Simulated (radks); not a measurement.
The numbers below are computed, except where a source is named.
Neutral neodymium, 60 electrons, occupied as [Xe] 4f4 6s2 (the NIST ground configuration).

Level of theory: Dirac Kohn-Sham, PBE, spin-unpolarised, spherical densities, point nucleus; open shells fill j = l - 1/2 first (a radial shooting solver on a logarithmic mesh with Libxc functionals).

Energy parts (hartree):
| part | energy |
|---|---|
| total | -9629.9089 |
| kinetic | 10386.3027 |
| electron-nucleus | -23530.7989 |
| Hartree | 3737.7056 |
| exchange-correlation | -223.1183 |

Orbitals (lengths in bohr, moments of r in powers of bohr; <r^-3> diverges for s and p1/2; r(max) is where P^2 peaks; r(90%) holds 90 % of the orbital's charge):
orbital	occ.	eigenvalue (hartree)	r(90%)	<r^-3>	<r^4>	r(max)
1s1/2	2	-1593.562	0.0426	-	1.526e-06	0.01509
2s1/2	2	-257.6206	0.156	-	0.0002479	0.08565
2p1/2	2	-243.7080	0.139	-	0.0001551	0.06508
2p3/2	4	-224.5953	0.147	7950	0.0001966	0.07053
3s1/2	2	-55.88200	0.391	-	0.009926	0.2439
3p1/2	2	-49.94456	0.384	-	0.009164	0.2308
3p3/2	4	-46.12912	0.401	1633	0.01096	0.2425
3d3/2	4	-35.79708	0.374	270.2	0.008218	0.1941
3d5/2	6	-34.97239	0.380	243.9	0.008687	0.1974
4s1/2	2	-11.10721	0.873	-	0.2525	0.5655
4p1/2	2	-8.86714	0.908	-	0.2939	0.5731
4p3/2	4	-8.04027	0.949	354.9	0.3505	0.5981
4d3/2	4	-4.36119	1.06	48.93	0.5342	0.6142
4d5/2	6	-4.21515	1.07	43.68	0.5658	0.6224
4f5/2	4	-0.06759	2.00	4.925	15.14	0.6606
4f7/2	0	-0.05289	2.06	4.740	18.73	0.6658
5s1/2	2	-1.48250	2.12	-	8.901	1.322
5p1/2	2	-0.88722	2.45	-	15.63	1.450
5p3/2	4	-0.77646	2.59	46.89	19.58	1.523
6s1/2	2	-0.12851	6.55	-	788.9	3.801

The highest occupied level is 4f5/2 at -1.839 eV. The density falls to 0.001 e/bohr^3 at r = 5.36 bohr. For comparison, the ionisation energy in NIST's Atomic Spectra Database is 5.525 eV (measured). In exact Kohn-Sham theory the highest level is minus the ionisation energy, but local and semilocal functionals leave it too shallow, through self-interaction and a potential that decays too fast; potentials with the right tail come closer. Summed over all electrons, <r^2> = 88.26 bohr^2, which gives a Langevin (diamagnetic) susceptibility term of -69.9 x 10^-6 cm^3/mol.

Beside tabulated values, note that spin-unpolarised runs miss the spin-polarisation part of the exchange energy of open shells.
